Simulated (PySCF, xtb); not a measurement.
ethoxymethyl(methyl)silane (C₄H₁₂OSi), SMILES CCOC[SiH2]C.

xtb with GFN2-xTB at its own geometry gives an orbital gap of 5.32 eV and a dipole moment of 1.28 D.

Geometry: B3LYP-D3(BJ)/def2-SVP. One conformer was computed; it need not be the lowest.

### Question
What does PySCF with CAM-B3LYP/def2-TZVP give? (Estimate from the structure and the level; the computed values follow.)

### Answer
gap 9.83 eV (levels -8.27 and 1.57 eV), dipole 1.47 D.
